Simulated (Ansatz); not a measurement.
Species: GeNH2F, charge 0, singlet. GeNH2F (SMILES [NH2][Ge][F]).
B3LYP-D3(BJ)/def2-TZVP minimum from Ansatz (a quantum-chemistry and plane-wave program):
```xyz
5

Ge    -0.2308     0.0715     0.3870
F      0.9639     1.1028    -0.4422
N     -0.1499    -1.2673    -0.8493
H      0.4490    -1.2247    -1.6624
H     -0.6896    -2.1180    -0.7971
```
Charge 0, spin multiplicity 1.

Quantity: atomisation energy (electronic, to ground-state atoms), in kJ/mol. Open shells are spin-unrestricted; no spin-orbit coupling. Correlated methods leave the cores frozen (noble-gas shells, and filled d and f shells in the p block). No relativity. CBS(X,Y): correlation extrapolated as X^-3, Hartree-Fock from the larger set (Q,5: extrapolated as (X+1)exp(-9√X)). A bracket is a step between two methods taken in the basis named. Double hybrids freeze cores in their MP2 part. For partners of very few electrons the exact lower level stands in for a higher one.

CCSD(T)/CBS(cc-pVQZ,cc-pV5Z) + [CCSDT(Q) - CCSD(T)]/cc-pVTZ (Ansatz) gives 1691.3 kJ/mol.

Task: What does PBE/def2-TZVPD (Ansatz) give here, and how do the other levels compare?

Result: PBE gives 1731.5 kJ/mol, 40.2 kJ/mol above it. Differences of the others: r2SCAN/def2-TZVPD (Ansatz) -14.2; wB97M-V/def2-TZVPD (Ansatz) -1.4; B2PLYP/def2-TZVPD (Ansatz) -19.0; CCSD(T)/CBS(cc-pVQZ,cc-pV5Z) (Ansatz) -1.2 kJ/mol.
